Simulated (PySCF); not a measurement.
## Core-level binding energies of `[H]/N=C\[SiH2][SiH]([SiH3])[SiH3]`

CH11NSi4.
Z-matrix (Å and degrees, PBE0-D3(BJ)/def2-SVP geometry), rows numbered from 1:
```
N 
C   1  1.2727
Si  2  1.9043  1  126.33
Si  3  2.3465  2  105.81  1   -98.39
Si  4  2.3445  3  107.99  2   -63.09
Si  4  2.3450  3  106.52  2    54.26
H   1  1.0288  2  110.83  3    -2.86
H   2  1.1083  1  116.24  3  -176.72
H   3  1.4977  2  107.83  1    20.01
H   3  1.4957  2  110.91  1   140.55
H   4  1.4984  3  111.11  2   175.28
H   5  1.4954  4  110.60  3   -63.64
H   5  1.4962  4  108.41  3    55.51
H   5  1.4950  4  111.05  3   175.03
H   6  1.4961  4  110.24  3    57.39
H   6  1.4943  4  108.73  3   -61.85
H   6  1.4949  4  110.73  3   178.14
```

Theory: PySCF 2.14.0, delta-SCF UKS SCAN, pcX-2 on the ionised atom, pcseg-1 elsewhere, spin-free X2C. Vertical ΔSCF values, vacuum level as zero.

Question: What binding energy does each computed site have?

Answer: 
```json
{"atom(s)": "Si4", "bonded to": "H and 3 Si", "level": "Si 2p3/2", "binding energy (eV)": "106.01", "2p1/2 (eV)": "106.63", "above the level's lowest (eV)": "0.00", "count": "1"}
{"atom(s)": "Si3", "bonded to": "C, 2 H and Si", "level": "Si 2p3/2", "binding energy (eV)": "106.49", "2p1/2 (eV)": "107.11", "above the level's lowest (eV)": "+0.48", "count": "1"}
{"atom(s)": "Si5/Si6", "bonded to": "3 H and Si", "level": "Si 2p3/2", "binding energy (eV)": "106.54", "2p1/2 (eV)": "107.16", "above the level's lowest (eV)": "+0.53", "count": "2"}
{"atom(s)": "C2", "bonded to": "N (double bond), H and Si", "level": "C 1s", "binding energy (eV)": "291.48", "2p1/2 (eV)": "–", "above the level's lowest (eV)": "0.00", "count": "1"}
{"atom(s)": "N1", "bonded to": "C (double bond) and H", "level": "N 1s", "binding energy (eV)": "404.57", "2p1/2 (eV)": "–", "above the level's lowest (eV)": "0.00", "count": "1"}
{"atom(s)": "Si4", "bonded to": "H and 3 Si", "level": "Si 1s", "binding energy (eV)": "1845.65", "2p1/2 (eV)": "–", "above the level's lowest (eV)": "0.00", "count": "1"}
{"atom(s)": "Si3", "bonded to": "C, 2 H and Si", "level": "Si 1s", "binding energy (eV)": "1846.18", "2p1/2 (eV)": "–", "above the level's lowest (eV)": "+0.53", "count": "1"}
{"atom(s)": "Si5/Si6", "bonded to": "3 H and Si", "level": "Si 1s", "binding energy (eV)": "1846.25", "2p1/2 (eV)": "–", "above the level's lowest (eV)": "+0.60", "count": "2"}
```

Lowest listed Si 1s: Si4, bonded to H and 3 Si. Highest, 0.60 eV above it: Si5/Si6, bonded to 3 H and Si. The widest gap between neighbouring values is 0.53 eV, between 1845.65 and 1846.18 eV. Summing the Pauling electronegativity differences to the bonded atoms, each weighted by its formal bond order, gives +0.30 for the lowest site and +0.90 for the highest; the largest sum, +1.25, belongs to Si3, 0.07 eV below the top.

The listed Si 2p3/2 values span 0.53 eV, from Si4 (bonded to H and 3 Si) to Si5/Si6 (bonded to 3 H and Si). Summing the Pauling electronegativity differences to the bonded atoms, each weighted by its formal bond order, gives +0.30 for the lowest site and +0.90 for the highest; the largest sum, +1.25, belongs to Si3, 0.05 eV below the top. The values 106.49 and 106.54 eV lie too close for their order to be trusted.

Question: Give the binding energy of Si 1s of Si3 in hartree and in kJ/mol.

Answer: 1846.18 eV = 67.8459 Eh = 178129 kJ/mol.

Question: Which photon wavelength matches the Si 1s of Si3 threshold?

Answer: λ = hc/E = 12398.42 eV Å / 1846.18 eV = 6.716 Å.

One atom of each set of topologically equivalent atoms was ionised and stands for the set; in this conformer not all members are related by symmetry, and their own values weren't computed. Spin contamination (⟨S²⟩ against 0.75 for a pure doublet) is marked for C 1s of C2 (0.87), which makes this value less certain. The 2p values aren't plain energy differences: one relaxed spin-free 2p hole is combined with a matrix within the shell (ground-state 2p orbital-energy differences and spin–orbit coupling). 2p3/2, the mean of its two sublevels, lies a third of the splitting below the shell's mean and 2p1/2 two thirds above it; the statistical areas are 2:1. 2p1/2 minus 2p3/2 (ligand field included): Si 0.62 eV. The structure is a single PBE0-D3(BJ)/def2-SVP conformer in the gas phase; no vibrational or solvent corrections.
